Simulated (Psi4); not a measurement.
Psi4 input (wB97X-D/6-31G*):

```
memory 1500 MB

molecule {
0 2
C    -0.00000000   -0.00000000   -1.22427249
Cl    0.00000000    0.00000000    0.43209617
symmetry c1
no_reorient
no_com
}

set {
  basis 6-31G*
  reference uks
  scf_type pk
  dft_radial_points 99
  dft_spherical_points 590
  e_convergence 1e-8
  d_convergence 1e-7
  maxiter 150
}

e = energy('wb97x-d')
print_out(f'\nFINAL {e:.10f} DIPOLE {variable("CURRENT DIPOLE")[0]:.6f} {variable("CURRENT DIPOLE")[1]:.6f} {variable("CURRENT DIPOLE")[2]:.6f}\n')
```

Output:

```
   => Loading Basis Set <=

    Name: 6-31G*
    Role: ORBITAL
    Keyword: BASIS
    atoms 1 entry C          line   111 file 6-31gs.gbs
    atoms 2 entry CL         line   340 file 6-31gs.gbs

   => WB97X-D: Empirical Dispersion <=

    Chai and Head-Gordon Dispersion Correction
    Chai, J.-D.; Head-Gordon, M. (2010), J. Chem. Phys., 132: 6615-6620

        s6 =       1.000000

         ---------------------------------------------------------
                                   SCF
               by Justin Turney, Rob Parrish, Andy Simmonett
                          and Daniel G. A. Smith
                              UKS Reference
         ---------------------------------------------------------

  ==> Geometry <==

    Molecular point group: c1
    Full point group: C_inf_v

    Geometry (in Angstrom), charge = 0, multiplicity = 2:

       Center              X                  Y                   Z               Mass
    ------------   -----------------  -----------------  -----------------  -----------------
         C            0.000000000000     0.000000000000    -1.224272490000    12.000000000000
         CL           0.000000000000     0.000000000000     0.432096170000    34.968852682000

  Running in c1 symmetry.

  Rotational constants: A = ************  B =      0.68764  C =      0.68764 [cm^-1]
  Rotational constants: A = ************  B =  20615.05058  C =  20615.05058 [MHz]
  Nuclear repulsion =   32.586993941517825

  Charge       = 0
  Multiplicity = 2
  Electrons    = 23
  Nalpha       = 12
  Nbeta        = 11

  ==> Algorithm <==

  SCF Algorithm Type is PK.
  DIIS enabled.
  MOM disabled.
  Fractional occupation disabled.
  Guess Type is SAD.
  Energy threshold   = 1.00e-08
  Density threshold  = 1.00e-07
  Integral threshold = 1.00e-12

  ==> Primary Basis <==

  Basis Set: 6-31G*
    Blend: 6-31G*
    Number of shells: 14
    Number of basis functions: 34
    Number of Cartesian functions: 34
    Spherical Harmonics?: false
    Max angular momentum: 2

  ==> DFT Potential <==

   => LibXC <=

    Version 7.1.2
    S. Lehtola, C. Steigemann, M. J. T. Oliveira, and M. A. L. Marques,  SoftwareX 7, 1–5 (2018) (10.1016/j.softx.2017.11.002)

   => Composite Functional: WB97X-D <=

    wB97X-D Hyb-GGA Exchange-Correlation Functional

    J.-D. Chai and M. Head-Gordon,  Phys. Chem. Chem. Phys. 10, 6615–6620 (2008) (10.1039/B810189B)

    Deriv               =              1
    GGA                 =           TRUE
    Meta                =          FALSE

    Exchange Hybrid     =           TRUE
    MP2 Hybrid          =          FALSE

   => Exchange-Correlation Functionals <=

    1.0000   wB97X-D range-separated functional

   => Exact (HF) Exchange <=

    0.7780            HF,LR [omega = 0.2000]
    0.2220               HF

   => LibXC Density Thresholds  <==

    XC_HYB_GGA_XC_WB97X_D:  1.00E-14

   => Molecular Quadrature <=

    Radial Scheme          =       TREUTLER
    Pruning Scheme         =           NONE
    Nuclear Scheme         =       TREUTLER

    Blocking Scheme        =         OCTREE
    BS radius alpha        =              1
    Pruning alpha          =              1
    Radial Points          =             99
    Spherical Points       =            590
    Total Points           =         106710
    Total Blocks           =            877
    Max Points             =            256
    Max Functions          =             34
    Weights Tolerance      =       1.00E-15

  ==> Integral Setup <==

  Using in-core PK algorithm.
   Calculation information:
      Number of atoms:                   2
      Number of AO shells:              14
      Number of primitives:             42
      Number of atomic orbitals:        34
      Number of basis functions:        34

      Integral cutoff                 1.00e-12
      Number of threads:                 1

  Performing in-core PK
  Using 531930 doubles for integral storage.
  We computed 5459 shell quartets total.
  Whereas there are 5565 unique shell quartets.

  Computing range-separated integrals for PK
  We computed 5459 wK shell quartets total.
  Whereas there are 5565 wK unique shell quartets.

  ==> DiskJK: Disk-Based J/K Matrices <==

    J tasked:                  Yes
    K tasked:                  Yes
    wK tasked:                 Yes
    Omega:               2.000E-01
    Schwarz Cutoff:          1E-12


  Cached 100.0% of DFT collocation blocks in 0.095 [GiB].

  Minimum eigenvalue in the overlap matrix is 1.9071700118E-02.
  Reciprocal condition number of the overlap matrix is 4.1031979222E-03.
    Using symmetric orthogonalization.

  ==> Pre-Iterations <==

  SCF Guess: Superposition of Atomic Densities via on-the-fly atomic UHF (no occupation information).

   -------------------------
    Irrep   Nso     Nmo
   -------------------------
     A         34      34
   -------------------------
    Total      34      34
   -------------------------

  ==> Iterations <==

                        Total Energy        Delta E     RMS |[F,P]|

   @UKS iter SAD:  -497.68734451422563   -4.97687e+02   0.00000e+00
   @UKS iter   1:  -498.07438954915375   -3.87045e-01   4.68837e-03 ADIIS/DIIS
   @UKS iter   2:  -498.08688826617362   -1.24987e-02   3.45967e-03 ADIIS/DIIS
   @UKS iter   3:  -498.09432597150874   -7.43771e-03   9.04933e-04 ADIIS/DIIS
   @UKS iter   4:  -498.09501310247833   -6.87131e-04   2.40134e-04 ADIIS/DIIS
   @UKS iter   5:  -498.09511111859024   -9.80161e-05   6.65236e-05 DIIS
   @UKS iter   6:  -498.09512241261342   -1.12940e-05   2.80395e-05 DIIS
   @UKS iter   7:  -498.09512499908425   -2.58647e-06   8.40150e-06 DIIS
   @UKS iter   8:  -498.09512529135270   -2.92268e-07   3.56922e-06 DIIS
   @UKS iter   9:  -498.09512535472163   -6.33689e-08   6.81751e-07 DIIS
   @UKS iter  10:  -498.09512535666823   -1.94660e-09   1.54865e-07 DIIS
   @UKS iter  11:  -498.09512535675339   -8.51514e-11   2.99800e-08 DIIS
  Energy and wave function converged.

  ==> Post-Iterations <==

   Electrons on quadrature grid:
      Nalpha   =   11.9999999613 ; deviation = -3.868e-08
      Nbeta    =   10.9999999588 ; deviation = -4.122e-08
      Ntotal   =   22.9999999201 ; deviation = -7.990e-08

   @Spin Contamination Metric:   4.009002136E-03
   @S^2 Expected:                7.500000000E-01
   @S^2 Observed:                7.540090021E-01
   @S   Expected:                5.000000000E-01
   @S   Observed:                5.000000000E-01

    Orbital Energies [Eh]
    ---------------------

    Alpha Occupied:

       1A   -101.771539     2A    -10.415443     3A     -9.645579
       4A     -7.391051     5A     -7.386785     6A     -7.385066
       7A     -1.027040     8A     -0.699226     9A     -0.500160
      10A     -0.487108    11A     -0.439333    12A     -0.297682

    Alpha Virtual:

      13A     -0.042155    14A      0.134176    15A      0.409921
      16A      0.494273    17A      0.502442    18A      0.506278
      19A      0.627907    20A      0.630865    21A      0.651496
      22A      0.877860    23A      0.878995    24A      0.892702
      25A      0.892726    26A      0.909660    27A      1.162663
      28A      1.723249    29A      1.730152    30A      1.868719
      31A      1.876090    32A      2.305101    33A      3.961288
      34A      4.348467

    Beta Occupied:

       1A   -101.770965     2A    -10.403029     3A     -9.644935
       4A     -7.391092     5A     -7.386843     6A     -7.382118
       7A     -1.015917     8A     -0.665920     9A     -0.484920
      10A     -0.469748    11A     -0.411098

    Beta Virtual:

      12A     -0.020766    13A      0.018592    14A      0.150232
      15A      0.410930    16A      0.498779    17A      0.502460
      18A      0.510682    19A      0.641575    20A      0.668576
      21A      0.693638    22A      0.879868    23A      0.893504
      24A      0.898282    25A      0.898288    26A      0.926473
      27A      1.173581    28A      1.796306    29A      1.797319
      30A      1.890934    31A      1.928806    32A      2.333722
      33A      4.007388    34A      4.359133

    Final Occupation by Irrep:
              A
    DOCC [    11 ]
    SOCC [     1 ]
    NA   [    12 ]
    NB   [    11 ]

  @UKS Final Energy:  -498.09512535675339

   => Energetics <=

    Nuclear Repulsion Energy =             32.5869939415178251
    One-Electron Energy =                -750.1714381507210874
    Two-Electron Energy =                 243.7995505404898040
    DFT Exchange-Correlation Energy =     -24.3102265550200798
    Empirical Dispersion Energy =          -0.0000051330198698
    VV10 Nonlocal Energy =                  0.0000000000000000
    Total Energy =                       -498.0951253567534991

  UHF NO Occupations:
  HONO-2 :   10  A 1.9994626
  HONO-1 :   11  A 1.9990751
  HONO-0 :   12  A 1.0000000
  LUNO+0 :   13  A 0.0009249
  LUNO+1 :   14  A 0.0005374
  LUNO+2 :   15  A 0.0003574
  LUNO+3 :   16  A 0.0001699

Computation Completed

Properties will be evaluated at   0.000000,   0.000000,   0.000000 [a0]

Properties computed using the SCF density matrix

 Multipole Moments:

 ------------------------------------------------------------------------------------
     Multipole            Electronic (a.u.)      Nuclear  (a.u.)        Total (a.u.)
 ------------------------------------------------------------------------------------

 L = 1.  Multiply by 2.5417464519 to convert [e a0] to [Debye]
 Dipole X            :         -0.0000000            0.0000000           -0.0000000
 Dipole Y            :          0.0000000            0.0000000            0.0000000
 Dipole Z            :          0.4895964           -0.0000001            0.4895963
 Magnitude           :                                                    0.4895963

 ------------------------------------------------------------------------------------

FINAL -498.0951253568 DIPOLE -0.000000 0.000000 0.489596

*** Psi4 exiting successfully. Buy a developer a beer!
```
